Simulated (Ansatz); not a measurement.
Consider the formal exchange of groups at the Si–C bond: `O=C[SiH2]F` + `OC[NH][AlH2]` → `F[SiH2][NH][AlH2]` + `O=CCO`.

Computed with Ansatz on PBE0-D4/def2-TZVP structures; ΔE is electronic, products minus reactants. CCSD(T)/CBS is the MP2 limit (def2-TZVPP, def2-QZVPP) plus CCSD(T) − MP2 in def2-TZVPP, frozen cores. DFT in def2-TZVPP. B3LYP here is the variant with VWN-RPA as its local correlation; programs differ in this. HSE06 is defined as in plane-wave codes. Each species was taken in one conformer, which may not be the lowest.

`O=C[SiH2]F`:

```xyz
7

O     0.435    1.536    1.229
C     0.770    0.527    0.660
Si   -0.525   -0.353   -0.446
F     0.123   -1.661   -1.100
H     1.806    0.132    0.785
H    -1.674   -0.754    0.397
H    -0.935    0.574   -1.524
```

`OC[NH][AlH2]`:

Z-matrix (Å, degrees):
```
C
N 1 1.433
O 1 1.409 2 113.4
H 1 1.099 2 108.2 3 123.6
H 1 1.095 2 111.8 3 -117.7
Al 2 1.775 1 128.0 3 -118.6
H 2 1.011 1 111.3 3 62.9
H 3 0.962 1 107.4 2 55.4
H 6 1.583 2 116.8 1 2.5
H 6 1.582 2 117.7 1 -178.1
```

`F[SiH2][NH][AlH2]`:

Z-matrix (Å, degrees):
```
Si
N 1 1.707
F 1 1.603 2 112.0
H 1 1.480 2 108.3 3 117.8
H 1 1.482 2 111.3 3 -117.8
Al 2 1.790 1 128.8 3 -100.2
H 2 1.013 1 114.9 3 77.7
H 6 1.581 2 117.4 1 179.2
H 6 1.579 2 117.5 1 -1.4
```

`O=CCO`:

```xyz
8

O     1.475    0.730   -0.516
C     0.479    0.804    0.154
C    -0.539   -0.293    0.173
O    -0.184   -1.350   -0.652
H     0.269    1.687    0.788
H    -0.658   -0.618    1.220
H    -1.506    0.145   -0.122
H     0.666   -1.105   -1.047
```

| level | ΔE (kJ/mol) | difference from CCSD(T)/CBS |
| --- | --- | --- |
| LDA (SPW92) | -153.3 | -2.6 |
| PBE-D4 | -140.8 | 9.9 |
| revPBE-D4 | -137.4 | 13.3 |
| BLYP-D4 | -137.8 | 12.9 |
| r2SCAN-D4 | -153.6 | -2.9 |
| B97M-V | -156.5 | -5.8 |
| PBE0-D4 | -149.2 | 1.5 |
| B3LYP-D4 | -145.8 | 4.9 |
| r2SCANh-D4 | -155.5 | -4.8 |
| r2SCAN0-D4 | -158.2 | -7.5 |
| HSE06-D4 | -149.0 | 1.7 |
| BHLYP-D4 | -155.4 | -4.7 |
| CAM-B3LYP-D4 | -150.6 | 0.1 |
| ωB97X-V | -148.6 | 2.1 |
| ωB97M-V | -151.4 | -0.7 |
| PBE-QIDH | -156.0 | -5.3 |
| PBE | -139.9 | 10.8 |
| revPBE | -134.9 | 15.8 |
| BLYP | -135.9 | 14.8 |
| r2SCAN | -153.5 | -2.8 |
| PBE0 | -148.5 | 2.2 |
| B3LYP | -144.3 | 6.4 |
| r2SCANh | -155.4 | -4.7 |
| r2SCAN0 | -158.1 | -7.4 |
| HSE06 | -148.4 | 2.3 |
| BHLYP | -153.8 | -3.1 |
| LC-ωPBE | -151.5 | -0.8 |
| RPA@PBE/def2-TZVPP | -138.7 | 12.0 |
| HF/def2-SVP | -147.5 | 3.2 |
| CCSD/def2-SVP | -138.9 | 11.8 |
| CCSD(T)/def2-SVP | -137.7 | 13.0 |
| MP2/def2-TZVPP | -154.9 | -4.2 |
| SCS-MP2/def2-TZVPP | -149.6 | 1.1 |
| CCSD/def2-TZVPP | -150.1 | 0.6 |
| CCSD(T)/def2-TZVPP | -149.0 | 1.7 |
| HF/def2-QZVPP | -158.0 | -7.3 |
| MP2/def2-QZVPP | -156.2 | -5.5 |
| SCS-MP2/def2-QZVPP | -150.8 | -0.1 |
| HF/CBS(def2) | -158.1 | -7.4 |
| MP2/CBS(def2) | -156.6 | -5.9 |
| CCSD(T)/CBS | -150.7 | 0 |

Largest T1 diagnostic among the species: 0.014.

From PBE to PBE0 (25 % exact exchange), in def2-TZVPP and without D4, ΔE moves by −8.6 kJ/mol. At CCSD(T), def2-SVP lies +13.0 kJ/mol from the extrapolated value and def2-TZVPP +1.7 kJ/mol. Leaving LDA and LC-ωPBE aside and taking each functional with its dispersion term where it has one, the values spread over 20.8 kJ/mol, from r2SCAN0-D4 to revPBE-D4. LDA lies −13.3 kJ/mol from PBE without D4.
